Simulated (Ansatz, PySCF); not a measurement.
Si(Cl)3(SiH3) (Cl3H3Si2), SMILES Cl[Si]([SiH3])(Cl)Cl. Atoms are numbered in the order given.

```xyz
8

Si     1.2460    -0.2058     0.0318
Si    -1.0501     0.2036    -0.0331
Cl    -1.9565    -0.9957    -1.4551
Cl    -1.4162     2.1832    -0.5121
Cl    -1.9062    -0.1969     1.8077
H      1.4641    -1.6381     0.3763
H      1.8567     0.6735     1.0669
H      1.8211     0.0968    -1.3081
```
Charge 0, spin multiplicity 1.

Geometry optimised at B3LYP-D3(BJ)/def2-SVP.

Two levels are set side by side: PBE-D3(BJ)/def2-SVP (Ansatz, an electronic-structure program) and B3LYP-D3(BJ)/def2-SVP (Ansatz). Each level has its own optimised geometry; the coordinates shown are those of the second. Frequencies come from the Hessian of PySCF at each geometry. Differences are taken from unrounded values.

| quantity | B3LYP-D3(BJ) |
|---|---|
| mean bond length (Å) | 1.858 |
| bond Si1–Si2 (Å) | 2.333 |
| bond Si2–Cl3 (Å) | 2.069 |
| bond Si2–Cl4 (Å) | 2.069 |
| bond Si2–Cl5 (Å) | 2.069 |
| bond Si1–H6 (Å) | 1.489 |
| bond Si1–H7 (Å) | 1.489 |
| bond Si1–H8 (Å) | 1.489 |
| highest harmonic wavenumber (cm⁻¹) | 2242 |
| mean harmonic wavenumber (cm⁻¹) | 749 |
| zero-point energy (kcal/mol) | 19.27 |

### Question
What does PBE-D3(BJ) give, and how far is it from B3LYP-D3(BJ)? (An estimate is asked for; the answer gives what the named calculation found.)

### Answer

```tsv
quantity	PBE-D3(BJ)	PBE-D3(BJ) minus B3LYP-D3(BJ)
mean bond length (Å)	1.867	0.008
bond Si1–Si2 (Å)	2.337	0.004
bond Si2–Cl3 (Å)	2.074	0.005
bond Si2–Cl4 (Å)	2.074	0.005
bond Si2–Cl5 (Å)	2.074	0.005
bond Si1–H6 (Å)	1.502	0.013
bond Si1–H7 (Å)	1.502	0.013
bond Si1–H8 (Å)	1.502	0.013
highest harmonic wavenumber (cm⁻¹)	2188	-55
mean harmonic wavenumber (cm⁻¹)	725	-24
zero-point energy (kcal/mol)	18.66	-0.61
```

GGA bonds tend to be longer and softer than those of functionals with exact exchange. Differences between two approximate levels are no errors against the true value.
